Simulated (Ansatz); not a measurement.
System: AlBr2 (charge 0, doublet). It need not be the lowest isomer of its formula. SMILES: [Al]([Br])[Br]
Coordinates optimised at B3LYP-D3(BJ)/def2-TZVP (Ansatz, an electronic-structure program):
```xyz
3

Al     0.6212     0.4891     0.5656
Br    -0.2566     1.4693    -1.2990
Br     0.0259    -1.6510     1.0889
```
Charge 0, spin multiplicity 2.

**Question.** Give the harmonic wavenumbers at B3LYP-D3(BJ)/def2-TZVP (Ansatz, finite differences of forces, unscaled).

**Answer.** 93, 330, 447 cm⁻¹. Zero-point energy 1.2 kcal/mol.

**Question.** From these and the geometry, give the ideal-gas thermochemistry at 298.15 K and 1 atm (rigid rotor, harmonic oscillator).

**Answer.** Point group C2v, rotational symmetry number 2. Rotational constants 16.48, 0.8152, 0.7767 GHz. S(trans) 41.58, S(rot) 26.45, S(vib) 5.65, S(elec, spin only) 1.38, S 75.1 cal/(mol K). H(298) - H(0) 3.25 kcal/mol; G - E(el) -17.9 kcal/mol.
